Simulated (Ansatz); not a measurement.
cis-CoF2(H2O)4 (CoO4F2H8). The state is a quartet with charge 0. Geometry PBE-D4/def2-SVP, basis def2-TZVP, Ansatz.

```xyz
15

Co    0.1612    0.2425    0.1709
F    -1.9288    0.1904   -0.3938
F     0.9896   -1.6031   -0.6018
O     2.2058    0.1381    0.6071
O    -0.8119    1.9586    0.8705
O    -0.7384   -1.3231    1.2542
O     0.1005    0.3636   -1.9304
H     2.7479    0.6951    0.0167
H     2.0819   -0.7453    0.1038
H    -1.0102    1.9188    1.8254
H    -1.5936    1.4797    0.4138
H    -0.2106   -1.9168    0.6490
H    -1.5447   -1.0880    0.7106
H    -0.8863    0.2668   -1.8118
H     0.4376   -0.5773   -1.8841
```

| run | HOMO (eV) | LUMO (eV) |
| --- | --- | --- |
| A | -6.05 | -3.57 |
| B | -8.37 | -1.93 |
| C | -5.39 | -4.11 |
| D | -13.89 | 2.12 |
| E | -10.75 | 0.10 |

HOMO and LUMO are taken over both spins.

**Question.** The runs used BHLYP, HF, PBE, PBE0, r2SCAN. Estimate which is which.

**Answer.** A r2SCAN (0 % exact exchange); B PBE0 (25 % exact exchange); C PBE (0 % exact exchange); D HF (100 % exact exchange); E BHLYP (50 % exact exchange). Exact exchange lowers occupied and raises empty levels; among semilocal functionals meta-GGAs tend to open the gap a little, and such runs are hard to tell apart. The gap grows from 1.28 eV (PBE) to 16.01 eV (HF).
